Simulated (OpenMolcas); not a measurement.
An OpenMolcas run meant for In II (ANO-R1, X2C; inactive shells 1s 2s 2p 3s 3p 3d 4s 4p 4d; intended active space 2 electrons in 4 orbitals (5s 5p)). One step of its input:

```
&CASPT2
Multistate=3 1 2 3
Frozen=9 9
IPEA=0.25
Imaginary=5.0
MaxIter=60
WThr=0.0 0.3 0.05
PrWF=0.5
NoMix
```

The run finished. Its levels beside those of a sound run (SS-CASPT2, IPEA 0.25 Eh, imaginary shift 0.1 Eh (closed shells correlated: 4d)), in eV above each run's lowest level:

```json
{"Level": "5s2 1S0", "This run": "0.0000", "Usual run": "0.0000"}
{"Level": "5s 5p 3P* 0", "This run": "4.9496", "Usual run": "5.2672"}
{"Level": "5s 5p 3P* 1", "This run": "5.0752", "Usual run": "5.3919"}
{"Level": "5s 5p 3P* 2", "This run": "5.3449", "Usual run": "5.6625"}
{"Level": "5s 5p 1P* 1", "This run": "8.1897", "Usual run": "8.1190"}
```

**Question.** Which setting is unsound, and how much does it matter here?

**Answer.** The level shift is far above the usual 0.1 to 0.3 hartree and damps the second-order energy. Against the sound run the excited levels shown move by 2100 cm-1 on average and by 2600 cm-1 at most.

Only configurations of the active space appear.

* marks odd parity.
